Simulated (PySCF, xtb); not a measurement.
C3H9OSi, SMILES CCO[SiH]C (connectivity only; charge and spin as stated), charge +1, multiplicity 1.

GFN2-xTB run with xtb at its own geometry gives an orbital gap of 3.91 eV.

Geometry: r2SCAN-D4/def2-SVP. The multiplicity is an assumed one; no other spin state was optimised. The isomer is the one that the SMILES or the coordinates give; other isomers of the formula were not compared. One conformer was computed; it need not be the lowest.

What does PBE0/def2-TZVP run with PySCF give? (An estimate is asked for; the answer gives what the named calculation found.)

gap 6.72 eV (levels -13.94 and -7.22 eV).
